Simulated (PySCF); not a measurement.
# Electron correlation in Ga⁺ (gallium, charge +1)

[Ar] 3d10 4s2, closed-shell 1S. All numbers are calculated (PySCF 2.14, scalar relativity by spin-free X2C-1e, in x2c-TZVPPall). Frozen: [Ar] 3d10; 2 electrons correlated.

With two correlated electrons CCSD is exact within the correlated space (frozen core and kept virtual orbitals).

| level | correlation energy (mhartree) |
| --- | --- |
| CCSD | -36.70 |

Diagnostics: T1 = 0.0061, D1 = 0.0086, largest double amplitude 0.096.

Cost of the coupled-cluster step: of the order of 0.17 core-seconds, for 2 correlated electrons.

Iterations:

```
CC2 = 0
CCSD nocc = 1, nmo = 34
frozen orbitals [0, 1, 2, 3, 4, 5, 6, 7, 8, 9, 10, 11, 12, 13]
max_cycle = 100
direct = 0
conv_tol = 1e-08
conv_tol_normt = 1e-06
diis_space = 8
diis_start_cycle = 0
Init t2, MP2 energy = -1941.99254676706  E_corr(MP2) -0.0261780062454661
Init E_corr(CCSD) = -0.0261780062454871
cycle = 1  E_corr(CCSD) = -0.0324448802097298  dE = -0.00626687396  norm(t1,t2) = 0.0421124
cycle = 2  E_corr(CCSD) = -0.0348493415007055  dE = -0.00240446129  norm(t1,t2) = 0.0185389
cycle = 3  E_corr(CCSD) = -0.0367248880165589  dE = -0.00187554652  norm(t1,t2) = 0.00843921
cycle = 4  E_corr(CCSD) = -0.0366999011215408  dE = 2.4986895e-05  norm(t1,t2) = 0.000335185
cycle = 5  E_corr(CCSD) = -0.0367043971325276  dE = -4.49601099e-06  norm(t1,t2) = 2.76664e-05
cycle = 6  E_corr(CCSD) = -0.0367021881087644  dE = 2.20902376e-06  norm(t1,t2) = 7.57123e-06
cycle = 7  E_corr(CCSD) = -0.0367026836157351  dE = -4.95506971e-07  norm(t1,t2) = 2.13064e-06
cycle = 8  E_corr(CCSD) = -0.036702660929022  dE = 2.26867131e-08  norm(t1,t2) = 1.32096e-07
cycle = 9  E_corr(CCSD) = -0.0367026582111412  dE = 2.71788077e-09  norm(t1,t2) = 2.42302e-08
CCSD converged
E(CCSD) = -1942.003071419029  E_corr = -0.03670265821114124
```
